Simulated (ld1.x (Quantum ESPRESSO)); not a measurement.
**oxygen: one change to a TM potential, before and after**

ld1.x (Quantum ESPRESSO) 7.5 input, shortened:

```
&input
   title='O', zed=8., rel=1, dft='PZ', iswitch=3,
   config='[He] 2s2 2p4 3d-2'
 /
 &inputp
   pseudotype=2, tm=.true., lloc=2,
   nlcc=.true., rcore=0.80
 /
3
2S  1  0   2.00   0.00  0.90  0.90  0.0
2P  2  1   4.00   0.00  2.10  2.10  0.0
3D  3  2  -2.00   0.50  2.00  2.00  0.0
 &test
   configts(1)='2s2 2p4'
 /
```

All-electron outer shells of the reference configuration (LDA (PZ), scalar-relativistic, ld1.x):

```
shell  level (eV)  outermost node (bohr)  outermost maximum (bohr)
   1s     -510.89                      –                      0.13
   2s      -23.75                   0.28                      0.88
   2p       -9.20                      –                      0.82
```

Change: wave 3d channel at 0.5 Ry: rc 2.00 bohr becomes 3d channel at 0.5 Ry: rc 3.00 bohr.

Cutoffs: the cutoffs (Ry, on a coarse ladder) from which the occupation-weighted sum of valence levels, in a spherical-Bessel basis at the reference potential, stays within 10 and 1 mRy of its value at 400 Ry; they do not see the model core or the augmentation charge, which bear on the density cutoff. Errors are all-electron minus pseudo energies relative to the spin-unpolarised reference configuration.

Task: How do hardness, ghosts and transferability respond?

Result: The potential gets neither clearly harder nor softer (70 Ry and 160 Ry → 70 Ry and 160 Ry); of the 9 tests that both files solve, the error grows in 2 and shrinks in 0 by more than 15 % and 0.3 meV (median size 93.6 → 108.1 meV); neither file shows a bound ghost.

```tsv
quantity	base	changed
cutoff, loose	70 Ry	70 Ry
cutoff, tight	160 Ry	160 Ry
bound ghosts	none	none
error for 2s2 2p3, meV [ΔE 16.58 eV]	+94	+108
error for 2s2 2p2, meV [ΔE 50.29 eV]	+753	+798
error for 2s2 2p1, meV [ΔE 104.26 eV]	+2814	+2877
error for 2s1 2p5, meV [ΔE 14.58 eV]	-4.9	-4.7
error for 2s2 2p3.5, meV [ΔE 6.37 eV]	+14	+18
error for 2s1 2p4, meV [ΔE 31.42 eV]	-151	-133
error for 2s2 2p0, meV [ΔE 181.21 eV]	+7411	+7475
error for 2s2 2p4 (spin-polarised), meV [ΔE -1.41 eV]	-0.7	+0.7
error for 2s2 2p3 (spin-polarised), meV [ΔE 12.57 eV]	+54	+75
```
